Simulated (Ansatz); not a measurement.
(CdS)2 ring (Cd₂S₂). The state is a singlet with charge 0. Geometry r2SCAN-D4/def2-SVP.

```csv
atom,x (Å),y (Å),z (Å)
Cd1,-1.1984,0.4245,-0.5541
S2,0.3129,-1.2063,-1.6008
Cd3,1.1984,-0.4245,0.5541
S4,-0.3129,1.2063,1.6008
```

In the def2 sets Cd takes a core potential; there is no spin–orbit coupling. B3LYP takes the VWN-RPA correlation.

(1) Estimate the orbital energies around the gap (eV) in Ansatz with HF/def2-TZVP, r2SCAN-D4/def2-TZVP, B3LYP-D4/def2-TZVP, PBE0-D4/def2-SVP, PBE0-D4/def2-TZVPD.

Results:

(1) 
| orbital | HF/def2-TZVP | r2SCAN-D4/def2-TZVP | B3LYP-D4/def2-TZVP | PBE0-D4/def2-SVP | PBE0-D4/def2-TZVPD |
| --- | --- | --- | --- | --- | --- |
| HOMO−5 | -11.82 | -8.66 | -9.34 | -9.49 | -9.61 |
| HOMO−4 | -10.26 | -7.72 | -8.29 | -8.40 | -8.47 |
| HOMO−3 | -9.36 | -6.76 | -7.23 | -7.38 | -7.47 |
| HOMO−2 | -9.35 | -6.17 | -6.82 | -6.93 | -7.06 |
| HOMO−1 | -8.71 | -6.01 | -6.56 | -6.64 | -6.78 |
| HOMO | -8.63 | -5.56 | -6.19 | -6.24 | -6.43 |
| LUMO | -0.77 | -4.01 | -3.73 | -3.40 | -3.46 |
| LUMO+1 | 0.23 | -3.25 | -2.88 | -2.52 | -2.64 |
| LUMO+2 | 1.92 | -0.91 | -0.74 | -0.35 | -0.52 |
| LUMO+3 | 2.01 | -0.54 | -0.45 | -0.16 | -0.20 |
| LUMO+4 | 3.35 | 0.39 | 0.57 | 0.97 | 0.44 |
| LUMO+5 | 3.63 | 0.75 | 0.73 | 1.04 | 0.64 |
